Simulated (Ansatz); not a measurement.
Harmonic frequencies (cm⁻¹) at PBE0-D4/def2-TZVP from Ansatz: 133, 212, 232, 279, 292, 414, 579, 629, 704, 904, 920, 940, 944, 1007, 1096, 1116, 1202, 1330, 1375, 1398, 1479, 1490, 2216, 2230, 2240, 2976, 3028, 3099, 3126, 3825.

Each molecule was computed in one conformer, which needn't be the lowest.

(1) Which molecule is it?
A. `CO[SiH2]C`
B. `CC[SiH2]O`
C. `CCO[SiH3]`
D. `CC(O)[SiH3]`

Results:

(1) D.
